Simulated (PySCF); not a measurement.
# Ionisation energy of Dy(59+) by level of theory

Dy(59+) [He] 2s2 2p3 [2p1/2^2 2p3/2^1, M_J = 3/2] → Dy(60+) [He] 2s2 2p2 [2p1/2^2, M_J = 0], as a difference of total energies. Computed with PySCF 2.14 in an uncontracted even-tempered set (17 s from 41 bohr⁻², ratio 2.4; 13 p from 53 bohr⁻², ratio 2.4; 5 d from 180 bohr⁻², ratio 2.6; 4 f from 270 bohr⁻², ratio 2.6), with the two-component X2C-1e Hamiltonian. Correlated levels: nothing frozen; the 30 highest virtual spinors dropped. "Screened" scales the spin-orbit matrix elements by Boettger's factors to mimic the two-electron term; Breit and QED terms are absent.

```tsv
method	ionisation energy (eV)
GHF (spin-free)	13296.3
GMP2 (spin-free)	13296.2
GHF (screened spin-orbit)	12997.4
GMP2 (screened spin-orbit)	12997.3
```

For this ion Breit and QED terms and the two-electron picture change, all absent here, outweigh the correlation shift from GHF to GMP2.

The spin-free rows relax to the high-spin LS determinant and lack the spin-orbit shift.

The labels give the starting determinants; with spin-orbit coupling the two ends relaxed to ⟨J²⟩ = 3.75, ⟨L²⟩ = 2.57, ⟨S²⟩ = 1.47 and ⟨J²⟩ = 0.00, ⟨L²⟩ = 1.33, ⟨S²⟩ = 1.33.

For comparison: 12986 ± 7 eV (theoretical estimate listed by NIST; NIST Atomic Spectra Database, ionization energies).
